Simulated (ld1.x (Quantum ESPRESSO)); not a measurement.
## Scattering properties, ultrasoft potential for silicon

```
Element                 : silicon (Si)
Generator               : ld1.x (Quantum ESPRESSO) 7.5
Type                    : ultrasoft
Functional              : LDA (PZ)
Relativity              : scalar-relativistic
Frozen core             : [Ne]
Valence charge          : 4
Reference configuration : 3s2 3p1.75 (charge +0.25)
Partial waves           : 3s (bound): rcut 1.10, rcutus 1.50 bohr; 3s channel at 2.5 Ry: rcut 1.10, rcutus 1.50 bohr; 3p (bound): rcut 1.85, rcutus 2.30 bohr; 3p channel at -0.05 Ry: rcut 1.85, rcutus 2.30 bohr
Local potential         : all-electron potential smoothed inside 1.50 bohr (lloc = -1)
Core correction         : a·sin(br)/r model core inside 1.35 bohr
Augmentation charge     : PSQ, inside the norm-conserving radii
```

The phase is arctan(r·u′/u) with u = r·R(r), unwrapped; energies in Ry, scanned from -3 to 5 Ry. A pole is an energy at which the radial function vanishes at the test radius. The pseudo phase is shifted by a multiple of π to meet the all-electron one at the reference energy, and phase errors are pseudo minus all-electron; the curves can meet again beyond the range given. Levels narrower than the energy grid can be missing from the lists of poles.

Problem. For each channel, where are the poles, and over which energies does the pseudopotential scatter like the atom?

Solution.

```json
{"channel": "s", "radius (bohr)": "2.50", "reference energy (Ry)": "-0.94", "poles, all-electron": "0.16", "poles, pseudo": "0.16, 4.66", "unbroken range about the reference energy with phases within 0.05 rad": "below 4.0", "phase error 1 Ry above the reference energy (rad)": "-0.000"}
{"channel": "p", "radius (bohr)": "2.50", "reference energy (Ry)": "-0.43", "poles, all-electron": "1.03", "poles, pseudo": "1.03", "unbroken range about the reference energy with phases within 0.05 rad": "below 3.4", "phase error 1 Ry above the reference energy (rad)": "-0.000"}
```

Phases in the s channel:

| E (Ry) | all-electron | pseudo |
| --- | --- | --- |
| -3.00 | 1.257 | 1.256 |
| -2.76 | 1.229 | 1.228 |
| -2.52 | 1.192 | 1.192 |
| -2.28 | 1.141 | 1.141 |
| -2.04 | 1.066 | 1.065 |
| -1.80 | 0.943 | 0.942 |
| -1.56 | 0.713 | 0.713 |
| -1.32 | 0.229 | 0.229 |
| -1.08 | -0.528 | -0.528 |
| -0.84 | -1.043 | -1.043 |
| -0.60 | -1.289 | -1.290 |
| -0.36 | -1.422 | -1.422 |
| -0.12 | -1.504 | -1.504 |
| 0.12 | -1.562 | -1.563 |
| 0.36 | -1.608 | -1.608 |
| 0.60 | -1.645 | -1.645 |
| 0.84 | -1.679 | -1.680 |
| 1.08 | -1.712 | -1.712 |
| 1.32 | -1.745 | -1.745 |
| 1.56 | -1.781 | -1.781 |
| 1.80 | -1.821 | -1.821 |
| 2.04 | -1.869 | -1.869 |
| 2.28 | -1.930 | -1.930 |
| 2.52 | -2.013 | -2.013 |
| 2.76 | -2.132 | -2.133 |
| 3.00 | -2.320 | -2.321 |
| 3.24 | -2.629 | -2.637 |
| 3.48 | -3.104 | -3.127 |
| 3.72 | -3.610 | -3.650 |
| 3.96 | -3.965 | -4.013 |
| 4.20 | -4.178 | -4.238 |
| 4.44 | -4.311 | -4.406 |
| 4.68 | -4.399 | -4.846 |
| 4.92 | -4.461 | -7.469 |
